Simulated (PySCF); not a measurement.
Compound: C6H7O (doublet state).
Atom-mapped SMILES: `[CH2:1][CH2:2][c:3]1[cH:4][cH:5][cH:6][o:7]1` (hydrogens: H8, H9 on C1; H10, H11 on C2; H12 on C4; H13 on C5; H14 on C6)

Structure used (PBE0-D3(BJ)/def2-SVP), in Å, numbered top down from 1:
```
atom  x, y, z in Å
C1    -2.331    0.438   -0.042
C2    -1.388   -0.662    0.317
C3     0.044   -0.286    0.119
C4     1.005   -0.684   -0.767
C5     2.175    0.083   -0.464
C6     1.829    0.890    0.577
O7     0.545    0.672    0.933
H8    -2.560    1.226    0.679
H9    -2.605    0.605   -1.087
H10   -1.578   -1.555   -0.300
H11   -1.533   -0.963    1.370
H12    0.890   -1.440   -1.541
H13    3.143    0.040   -0.957
H14    2.367    1.638    1.154
```

The hyperfine couplings belong to this conformer and change with its torsions.

Method used: PySCF 2.14.0, UKS B3LYP, IGLO-III on C O, pcH-1 on H, non-relativistic, mean-field spin-orbit, GIAO. One conformer (not necessarily the lowest) at the PBE0-D3(BJ)/def2-SVP geometry, without solvent, vibrations or thermal averaging. No stability test was run, so a lower SCF solution isn't excluded.

Principal values of hyperfine tensors in MHz (contact and dipolar terms together), for some of the nuclei:

```tsv
atom	isotope	A1	A2	A3
C1	13C	21.19	21.92	259.11
C3	13C	74.39	74.87	91.34
H8	1H	-100.10	-62.48	-22.91
H9	1H	-99.26	-61.83	-22.11
H10	1H	31.37	31.85	45.85
C2	13C	-29.86	-27.21	-24.93
C4	13C	0.17	1.25	3.99
C6	13C	0.75	1.56	2.74
```

(1) Split each tensor into its isotropic and traceless parts, and turn a_iso into mT with g = 2.0026.

(2) What spin density at the nucleus of C3 lies behind its contact coupling (g_N = 1.40482)?

(3) H11 (1H, g_N = 5.58569) isn't in the table. Its spin density at the nucleus is 0.006427 bohr⁻³. What is its contact coupling?

(4) Name the largest traceless tensor T of the table and describe it.

(5) In a single crystal, with the field along each principal axis of the tensor of C3 in turn, what first-order splitting does this nucleus give (isotropic g, quadrupole terms neglected)?

Answers

(1) a_iso = (A1 + A2 + A3)/3, Ti = Ai − a_iso; 1 mT corresponds to 28.029 MHz.

```
atom  a_iso (MHz)  a_iso (mT)      T1      T2      T3
  C1       100.74       3.594  -79.55  -78.82  158.37
  C3        80.20       2.861   -5.82   -5.33   11.14
  H8       -61.83      -2.206  -38.27   -0.65   38.92
  H9       -61.07      -2.179  -38.19   -0.76   38.96
 H10        36.36       1.297   -4.99   -4.50    9.49
  C2       -27.34      -0.975   -2.53    0.12    2.41
  C4         1.81       0.064   -1.64   -0.55    2.19
  C6         1.68       0.060   -0.93   -0.13    1.06
```

(2) a_FC = 800.24 MHz bohr³ × g_N × ρ(0)/(2S). With a_FC = 80.20 MHz and 2S = 1, ρ(0) = 0.07134 bohr⁻³.

(3) By the same relation, a_FC = 28.7 MHz. Its full tensor has the principal values 23.74, 24.15, 38.30 MHz.

(4) C1: -79.6, -78.8, 158.4 MHz, axial, in the ratio −1:−1:+2, the form that spin in one p orbital centred on that nucleus gives.

(5) 2 lines (I = 1/2), spaced by |A_i|/(g × 13.996): 2.65, 2.67, 3.26 mT along the axes of A1, A2 and A3.
